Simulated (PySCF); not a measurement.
Isomers C5H6FN:

A. `C(/C=C(/C)F)C#N`
B. `InChI=1S/C5H6FN/c1-2-5(3-6)4-7/h3H,2H2,1H3/b5-3-`
C. SMILES C/N=C1/CC=C1F

Spectrum 1. 1H NMR (500 MHz, computed): δ 7.19 (dt, J = 83.2, 1.3 Hz, 1H), 2.07 (qdd, J = 7.9, 3.0, 1.3 Hz, 2H), 1.25 (td, J = 7.9, 1.2 Hz, 3H). 13C{1H} NMR (computed): δ 168.5 (CH, d, J = 359.3 Hz), 118.6 (C), 106.7 (C), 27.4 (CH2), 17.3 (CH3).

Spectrum 2. 1H NMR (500 MHz, computed): δ 6.60 (m, 1H), 3.84 (s, 3H), 2.62 (m, 2H). 13C{1H} NMR (computed): δ 160.5 (C), 159.4 (C), 133.3 (CH), 44.6 (CH3), 33.1 (CH2).

Spectrum 3. 1H NMR (500 MHz, computed): δ 4.73 (m, 1H), 3.12 (d, 2H), 2.11 (m, 3H). 13C{1H} NMR (computed): δ 170.8 (C), 121.8 (C), 104.0 (CH), 21.1 (CH3), 14.2 (CH2).

How the numbers were obtained: σ from GIAO-PBE0/pcSseg-1, J couplings at B3LYP/pcJ-1 (spin–dipole term left out of most H,H and C,H couplings), GFN2-xTB geometry, in PySCF (single conformer, isolated molecule, no relativistic terms, rapidly exchanging positions averaged).

Referencing at the same level of theory: TMS for 1H, 13C. Multiplet labels drop J under 1 Hz and among equivalent protons, and merge close values. Unscaled 3J(H,H) run several per cent high. Splittings of carbon signals by F and P are missing where no couplings were computed. Where no couplings were computed, multiplicities follow the n + 1 count of equivalent neighbours, and m marks all less simple cases (inequivalent or close neighbours, rings, F or P nearby). One-bond C–F couplings are unscaled and too large by tens of Hz. Shifts are as computed. Against solution values, carbons near 30 ppm lie about +3 ppm off and those near 130 ppm about +5 ppm. Of 1211 compounds with measured shifts, 218 miss one by over three times the rms of a fit or turn the order of signals round; such compounds aren't used in these exercises.

Question: Match each spectrum to its structure.

Answer: 1–B, 2–C, 3–A.

- Spectrum 1 (B): 5 13C signals; δC 118.6 is a nitrile carbon; δC 106.7 is a fully substituted alkene carbon.
- Spectrum 2 (C): 5 13C signals; δC 159.4 is a fully substituted alkene carbon; δC 133.3 is an alkene CH.
- Spectrum 3 (A): 5 13C signals; δC 121.8 is a nitrile carbon; δC 104.0 is an alkene CH.
